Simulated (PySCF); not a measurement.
Sn(H)(SH) (H2SSn), SMILES [SnH][SH] (connectivity only; charge and spin as stated), neutral, multiplicity 1. Geometry: B3LYP-D3(BJ)/def2-TZVP. The def2 effective core potentials stand for the cores of Sn; spin–orbit coupling is left out.

All values below come from B3LYP-D3(BJ)/def2-TZVP in PySCF 2.14.0.

Harmonic wavenumbers (cm⁻¹): 333, 483, 504, 739, 1701, 2666. Rotational constants (GHz): 103.0, 3.261, 3.161; symmetry number 1.

**Question.** Work out the zero-point energy and the ideal-gas rigid-rotor harmonic-oscillator thermochemistry at 298.15 K and 1 atm.

**Answer.** ZPE = ½ Σ hcν = ½ × 6426 cm⁻¹ = 9.19 kcal/mol. H − E(el) = 12.15 kcal/mol. Entropy in cal/(mol K): translation 40.98, rotation 23.23, vibration 2.86, total 67.08. G − E(el) = -7.85 kcal/mol. Cp = 12.88 cal/(mol K).
